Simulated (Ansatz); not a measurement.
Stepwise reaction of `CO[Si]OC` with hydrogen fluoride, as a gas-phase model of exchange steps in deposition or etching. ΔE in kJ/mol; ΔG adds harmonic PBE0-D4 terms to CCSD(T)/CBS, at 1 bar.

Computed with Ansatz on PBE0-D4/def2-TZVP structures; ΔE is electronic, products minus reactants. CBS: MP2 limit from def2 TZ/QZ plus the TZ coupled-cluster correction, frozen cores. This one scheme is used for every species. DFT in def2-TZVPP. B3LYP here is the variant with VWN-RPA as its local correlation; programs differ in this. Each species was taken in one conformer, which may not be the lowest.

```
step                              reaction  PBE-D4  B3LYP-D4  ωB97M-V  CCSD(T)/CBS  ΔG(500 K)
   1  `CO[Si]OC` + H–F → `CO[Si]F` + CH₃OH   -49.0     -49.7    -54.8        -49.1      -55.7
   2    `CO[Si]F` + H–F → `F[Si]F` + CH₃OH   -26.5     -27.4    -31.0        -26.6      -31.0
```

By hand: ΔE of the 2 steps together at CCSD(T)/CBS.

(-49.1) + (-26.6) = -75.7 kJ/mol, or -37.9 kJ/mol a step.

In ΔE each step is higher than the one before. All are downhill at CCSD(T)/CBS. ΔG lies between -55.7 and -31.0 kJ/mol a step. PBE-D4 differs from CCSD(T)/CBS by 0.1 to 0.1 kJ/mol a step. Isolated molecules leave out the surface, adducts and barriers. Largest T1 diagnostic: 0.015.
